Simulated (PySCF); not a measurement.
C₄H₇, SMILES C=C([CH2])C, multiplicity 2.

The structure is a stationary point at B3LYP-D3(BJ)/def2-SVP. The isomer is the one that the SMILES or the coordinates give; other isomers of the formula were not compared.

Calculation: PBE/def2-TZVP (PySCF).

The molecule is in vacuum.

Problem. Estimate the frontier levels, dipole moment and polarisability. (The exact figures need the calculation; the answer reports its results.)

Solution. 
| Item | Result |
|---|---|
| α spin, highest occupied and lowest empty level | -4.58 and -0.17 eV |
| β spin, highest occupied and lowest empty level | -6.70 and -3.09 eV |
| dipole moment | 0.34 D |
| quadrupole, principal values (traceless, Buckingham form, about the centre of nuclear charge) | -3.77, 1.62, 2.15 D·Å |
| mean static polarisability | 52.2 bohr³ (7.73 Å³) |
| polarisability, principal values | 35.4, 53.8, 67.3 bohr³ |
| ⟨S²⟩ | 0.766 (pure state 0.75) |
